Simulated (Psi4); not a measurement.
Cl$_{4}$Ti (SMILES [Cl][Ti]([Cl])([Cl])[Cl]), singlet, at a GFN2-xTB geometry (such geometries of metal compounds can be far from the true shape). Base run: SVWN/6-31G (Psi4 1.11).

Here is a job for Psi4.
```
memory 2 GB

molecule {
0 1
  Ti   -0.00000000   -0.00000000   -0.00000000
  Cl    1.68598647   -0.53254751   -1.15362652
  Cl    0.61270013    0.47649048    1.96330506
  Cl   -0.94593491    1.67582411   -0.86823504
  Cl   -1.35275169   -1.61976707    0.05855650
}

set basis 6-31g

energy('svwn')
print_variables()
```

The base run was repeated with changes; each row names its change, and settings that it needs were set with it.

| change | E (Eh) | core-seconds (rough) |
|---|---|---|
| base | -2684.25819 | 4 |
| functional = scan | ___ | 7 |
| functional = m11 | -2690.15518 | 9 |
| functional = tpss | ___ | 9 |
| functional = bp86 | -2690.65242 | 5 |
| functional = m06 | -2690.25156 | 9 |
| functional = hse06 | ___ | 10 |
| functional = wb97x-v | -2689.92289 | 50 |
| functional = m06-l | ___ | 8 |
| functional = b97m-v | -2689.68158 | 50 |
| functional = wb97m-v | -2690.18789 | 60 |
| functional = m06-2x | -2690.19689 | 8 |
| functional = b3lyp5 | -2690.06712 | 5 |

Some entries are withheld; supply them.


- functional = scan, E (Eh): -2690.64671
- functional = tpss, E (Eh): -2690.48509
- functional = hse06, E (Eh): -2689.63356
- functional = m06-l, E (Eh): -2690.32980

Total energies compare only within one method and basis.
